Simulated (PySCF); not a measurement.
**BiH₃: one-bond stretch**

Level of theory: TPSS/[Bi def2-TZVP with ECP60, H def2-TZVP], scalar-relativistic core potentials, density fitting, no spin–orbit coupling, PySCF.

Rigid scan from the singlet minimum (Bi–H 1.800 Å (×3); H–Bi–H 90.1° (×3)). Coordinate: the bond from Bi to the last atom (H) scaled, the rest fixed. Energies in kJ/mol from the minimum.

Question: Predict the curve at 0.92, 0.96, 1.00, 1.05, 1.12, 1.20, 1.35, 1.55, 1.80, 2.20.

Answer: 
```tsv
scale of one bond	E (kJ/mol)	dipole size (D)
0.92	14.5	1.09
0.96	3.3	1.16
1.00	0.0	1.24
1.05	4.1	1.37
1.12	20.2	1.56
1.20	47.4	1.80
1.35	108.1	2.23
1.55	186.8	–
1.80	265.0	–
2.20	342.2	–
```

At long bonds a restricted determinant can lie too high, and another spin state can fall below this curve.

With an element this heavy the missing spin–orbit coupling can shift these numbers.

Other isomers or separated fragments may lie lower.

The scan took 14 s on 2 threads of a shared Arm Neoverse V2 host; the process peaked at 0.77 GiB. Launch command: `OMP_NUM_THREADS=2 python axn.py task.json out`.
